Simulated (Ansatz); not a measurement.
AuMg, SMILES `[Mg][Au]` radical, 2 atoms. Charge 0, multiplicity 2. Correlated methods include outer-core shells of Au, Mg, which these sets cover unevenly. Au: def2 effective core potential. Hardware: A = 2 threads of an AMD EPYC 7R13 on a shared host; B = 2 threads of an AMD EPYC 7R13 on a shared host and a share of an NVIDIA H100 80 GB. Correlated methods freeze the cores. Open-shell runs search over several starts.

(1) How many basis functions does each run have, and how long does it take in Ansatz? UKS PBE0-D4/def2-TZVP frequencies [A]; UKS ωB97M-V/def2-SVP energy [A]; UHF-CCSD(T)/def2-SVP energy [A]; UKS PBE0-D4/def2-TZVP relaxation (5 steps) [A]; UHF-CCSD(T)/def2-QZVPP energy [B]; UKS B97M-V/def2-TZVPP energy [A]; UKS PBE0-D4/def2-SVP energy [A]; UKS PBE0-D4/def2-TZVPP energy [A]; UKS revPBE-D4/def2-TZVPP energy [A]; UKS ωB97X-V/def2-TZVPP energy [A]; UHF-CCSD(T)/def2-TZVPP energy [A]; UKS PBE0-D4/def2-QZVPP energy [A]. (Estimate.)

Answers

(1) The calculation gave: Other jobs shared the machine, so times are rough.

```csv
level,job,functions,wall time,peak host memory (GiB)
UKS PBE0-D4/def2-SVP,energy [A],50,1.2 s,0.21
UKS revPBE-D4/def2-TZVPP,energy [A],88,1.3 s,0.16
UKS PBE0-D4/def2-TZVPP,energy [A],88,1.3 s,0.2
UHF-CCSD(T)/def2-SVP,energy [A],50,2.6 s,0.22
UKS PBE0-D4/def2-QZVPP,energy [A],151,2.9 s,0.36
UHF-CCSD(T)/def2-QZVPP,energy [B],151,2.9 s,0.83
UKS B97M-V/def2-TZVPP,energy [A],88,3.8 s,0.29
UKS ωB97M-V/def2-SVP,energy [A],50,4.7 s,0.29
UKS ωB97X-V/def2-TZVPP,energy [A],88,5.5 s,0.31
UKS PBE0-D4/def2-TZVP,relaxation (5 steps) [A],72,11 s,0.2
UHF-CCSD(T)/def2-TZVPP,energy [A],88,14 s,0.6
UKS PBE0-D4/def2-TZVP,frequencies [A],72,15 s,0.21
```
